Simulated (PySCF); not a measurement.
## Bonding in SiHMe2(NEt2)

Species: SiHMe2(NEt2), C₆H₁₇NSi.
Cartesian coordinates in Å at the PBE0-D3(BJ)/def2-SVP level; atoms count from 1:
```xyz
25
C6H17NSi angstrom
Si     0.3807    1.2069    0.6204
H     -0.4495    1.6382    1.8027
C      2.1492    0.9621    1.1966
H      2.5408    1.9109    1.5969
H      2.8017    0.6515    0.3653
H      2.2260    0.2085    1.9953
C      0.2860    2.5871   -0.6506
H     -0.7416    2.7345   -1.0183
H      0.9265    2.3587   -1.5174
H      0.6204    3.5414   -0.2130
N     -0.2105   -0.2805   -0.0753
C      0.3662   -1.5773    0.2159
C     -0.0936   -2.1933    1.5326
C     -1.5377   -0.3045   -0.6601
C     -1.5327   -0.5143   -2.1682
H      1.4656   -1.4953    0.2157
H      0.1299   -2.2678   -0.6142
H      0.2072   -1.5659    2.3866
H     -1.1899   -2.2939    1.5664
H      0.3400   -3.1955    1.6782
H     -2.1575   -1.0854   -0.1773
H     -2.0535    0.6451   -0.4307
H     -1.0021    0.3090   -2.6710
H     -1.0231   -1.4527   -2.4376
H     -2.5582   -0.5641   -2.5683
```

Bond orders from the PBE0/pcSseg-1 density (PySCF). Geometry: PBE0-D3(BJ)/def2-SVP, one conformer, isolated molecule.

Q: Set the Mayer orders of the bonds between heavy atoms beside their lengths.

A: 
```tsv
bond	length (Å)	Mayer order
Si1–C3	1.876	0.949
Si1–C7	1.879	0.938
Si1–N11	1.745	0.937
N11–C12	1.449	0.961
N11–C14	1.451	0.949
C12–C13	1.525	1.049
C14–C15	1.523	1.049
```

Q: And the bonds to hydrogen?

A: H–Si: 0.92 (1 bond); C–H: 0.94 to 0.96 (16 bonds).

Q: Sum the orders of all bonds at each heavy atom with more than one neighbour.

A: Si1 3.743, C3 3.812, C7 3.802, N11 2.847, C12 3.907, C13 3.931, C14 3.890, C15 3.938. Orders between atoms that aren't bonded are not in these sums.

The Mayer order sums products of elements of PS (density times overlap matrix) between the two atoms' basis functions, so it depends on the basis set.
